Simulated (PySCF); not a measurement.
CH9ClOSi3, SMILES [Si@@H]([SiH3])(Cl)O[SiH2]C.

Coordinates come from a PBE-D3(BJ)/def2-SVP optimisation. The structure was generated by enumeration; whether it is a known compound was not checked. One conformer was computed; it need not be the lowest.

Calculation: PBE/def2-TZVP (PySCF).

Isolated molecule, no solvent.

Task: Estimate the frontier levels, gap, dipole moment. (Estimate from the structure and the level; the computed values follow.)

Result: 
* **highest occupied level**: -6.72 eV
* **lowest empty level**: -1.28 eV
* **orbital gap**: 5.44 eV
* **dipole moment**: 1.87 D
* **quadrupole, principal values (traceless, Buckingham form, about the centre of nuclear charge)**: -4.03, -1.68, 5.71 D·Å
